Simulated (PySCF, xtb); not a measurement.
tetramethylammonium (C4H12N), SMILES C[N+](C)(C)C, charge +1.

GFN2-xTB (xtb) at its own geometry gives an orbital gap of 11.48 eV.

Geometry optimised at B3LYP-D3(BJ)/def2-SVP.

Task: What does PySCF with B3LYP/def2-TZVP give? (The exact figures need the calculation; the answer reports its results.)

Result: gap 11.56 eV (levels -15.79 and -4.23 eV).
